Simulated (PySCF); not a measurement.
CrOBr₂, SMILES [O]=[Cr]([Br])[Br] (connectivity only; charge and spin as stated), neutral, multiplicity 3.

Coordinates come from a B3LYP-D3(BJ)/def2-SVP optimisation. The spin state was assumed, not searched.

These are PySCF 2.14.0 with TDA-PBE/def2-SVPD values and carry that method's errors.

Vertical excitations. The molecule is in vacuum.

```tsv
state	energy (eV)	λ (nm)	f	main pairs
root 1	1.18	1054	0.006	α HOMO→LUMO 96 %
root 2	1.47	842	0.000	α HOMO−1→LUMO 94 %
root 3	2.00	619	0.000	α HOMO→LUMO+1 94 %
root 4	2.06	603	0.000	α HOMO−2→LUMO 99 %
root 5	2.23	556	0.000	α HOMO→LUMO+2 98 %
root 6	2.50	496	0.003	α HOMO−1→LUMO+1 91 %
root 7	2.58	480	0.000	α HOMO−3→LUMO 71 %, α HOMO−1→LUMO+2 20 %
root 8	2.66	466	0.000	α HOMO−4→LUMO 96 %
root 9	2.77	447	0.001	β HOMO→LUMO 95 %
root 10	2.80	442	0.004	α HOMO−1→LUMO+2 71 %, α HOMO−3→LUMO 13 %
```
Unrestricted roots are not spin-pure.
